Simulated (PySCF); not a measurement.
FOS, SMILES O=[S]F (connectivity only; charge and spin as stated), charge -1, multiplicity 1. Heavy atoms are numbered as in [O:1]=[S:2][F:3].

Coordinates come from a PBE0-D3(BJ)/def2-TZVPD optimisation. The spin state was assumed, not searched. The isomer is the one that the SMILES or the coordinates give; other isomers of the formula were not compared.

All values below come from PBE/pcSseg-2 run with PySCF.

GIAO shieldings, no solvent; atoms alike by connectivity are averaged. δ = σ(ref) − σ: ¹⁷O against H2O (σ = 327.5 ppm); ³³S against H2S (σ = 705.0 ppm); ¹⁹F against CFCl3 (σ = 132.0 ppm), references at their B3LYP-D3(BJ)/def2-TZVP geometries, non-relativistic.

| nucleus | atoms | count | δ (ppm) |
|---|---|---|---|
| ¹⁷O | O1 | 1 | 487.0 |
| ³³S | S2 | 1 | 1635.1 |
| ¹⁹F | F3 | 1 | -276.1 |
